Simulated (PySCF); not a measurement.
**Field gradients at the hydrogen positions**

C₄H₁₄Si₂.
Z-matrix (Å and degrees, GFN2-xTB geometry), rows numbered from 1:
```
C 
C   1  1.5243
C   2  1.5265  1  111.88
C   3  1.5321  2  113.35  1  -176.85
Si  4  1.9068  3  110.17  2   170.13
Si  4  1.9067  3  112.92  2   -63.38
H   1  1.0883  2  110.59  3    59.16
H   1  1.0881  2  110.49  3   -60.67
H   1  1.0878  2  110.62  3   179.28
H   2  1.0920  1  109.29  3   121.33
H   2  1.0933  1  109.42  3  -121.03
H   3  1.0953  2  108.22  1   -55.18
H   3  1.0933  2  109.01  1    60.88
H   4  1.0965  3  107.35  2    54.36
H   5  1.4644  4  110.10  3    61.40
H   5  1.4676  4  109.31  3   -58.01
H   5  1.4635  4  109.95  3  -177.50
H   6  1.4671  4  111.58  3    72.92
H   6  1.4648  4  109.27  3   -47.71
H   6  1.4646  4  109.69  3  -167.97
```

Level: PBE0/pcSseg-1 (PySCF, non-relativistic); Q(2H) = 0.00286 b; rigid geometry, the same for H and D, with no vibrational averaging.

Question: Rank these positions by the coupling χzz of a deuteron there, largest first.
A. H20 (Si–H hydrogen)
B. H7 (methyl hydrogen)
C. H11 (methylene hydrogen)

Answer: B (211 kHz), C (203 kHz), A (109 kHz).

Give the electric field gradient Vzz (the principal value of largest size), its asymmetry and the 2H coupling at each hydrogen.

```tsv
atom	bonded to	bond length (Å)	Vzz (au)	η	χzz (kHz)
H7	C1	1.088	0.3139	0.02	211
H8	C1	1.088	0.3142	0.02	211
H9	C1	1.088	0.3159	0.01	212
H10	C2	1.092	0.3030	0.04	204
H11	C2	1.093	0.3020	0.02	203
H12	C3	1.095	0.2966	0.04	199
H13	C3	1.093	0.3002	0.03	202
H14	C4	1.096	0.3056	0.04	205
H15	Si5	1.464	0.1629	0.01	109
H16	Si5	1.468	0.1605	0.01	108
H17	Si5	1.463	0.1633	0.01	110
H18	Si6	1.467	0.1610	0.01	108
H19	Si6	1.465	0.1633	0.01	110
H20	Si6	1.465	0.1622	0.02	109
```

Average by the element that carries the hydrogen.

on C: 206 kHz over 8 positions, mean bond length 1.092 Å; on Si: 109 kHz over 6 positions, mean bond length 1.465 Å.

How does χzz go with the bond length over the 8 C–H bonds?

A straight-line fit has a slope of -12.3 kHz for each 0.01 Å, with a correlation coefficient of -0.85, over lengths from 1.088 to 1.096 Å. The longer bonds have the smaller couplings here.

Give the 2H NMR doublet splittings at H8 for a magnetic field along the z, y and x axes of the gradient: 3χ/2, 3χ(1 + η)/4, 3χ(1 − η)/4.

With |χ| = 211.2 kHz and η = 0.019: 317, 161 and 155 kHz, to first order and without motion.

Isolated species at its GFN2-xTB geometry (one conformer only). GFN2-xTB bond lengths can be off by several hundredths of an ångström, more for odd bonds, and the gradients follow them. A larger basis could move these couplings by a tenth or more.
